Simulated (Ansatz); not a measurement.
Stepwise reaction of `C[SiH2][Al]([CH3])[OH]` with water, as a gas-phase model of exchange steps in deposition or etching. ΔE in kJ/mol.

Gas-phase electronic energies from Ansatz, PBE0-D4/def2-TZVP geometries. CBS: MP2 limit from def2 TZ/QZ plus the TZ coupled-cluster correction, frozen cores. This one scheme is used for every species. DFT in def2-TZVPP. B3LYP here is the variant with VWN-RPA as its local correlation; programs differ in this. Each species was taken in one conformer, which may not be the lowest.

```csv
step,reaction,PBE-D4,B3LYP-D4,ωB97M-V,CCSD(T)/CBS
2,`[CH3][Al]([OH])[SiH2]O` + H₂O → `O[SiH2][Al]([OH])[OH]` + CH₄,-141.4,-154.7,-150.5,-148.6
```

Problem. Give the row of step 1, `C[SiH2][Al]([CH3])[OH]` + H₂O → `[CH3][Al]([OH])[SiH2]O` + CH₄. (Best estimate.)

Solution. The calculation gave: 
```json
{"step": "1", "reaction": "`C[SiH2][Al]([CH3])[OH]` + H₂O → `[CH3][Al]([OH])[SiH2]O` + CH₄", "PBE-D4": "-75.0", "B3LYP-D4": "-86.8", "ωB97M-V": "-82.3", "CCSD(T)/CBS": "-79.7"}
```

Problem. By hand: ΔE of the 2 steps together at CCSD(T)/CBS.

Solution. (-79.7) + (-148.6) = -228.3 kJ/mol, or -114.2 kJ/mol a step.

In ΔE each step is lower than the one before. All are downhill at CCSD(T)/CBS. PBE-D4 differs from CCSD(T)/CBS by 4.7 to 7.2 kJ/mol a step. Isolated molecules leave out the surface, adducts and barriers. Largest T1 diagnostic: 0.013.
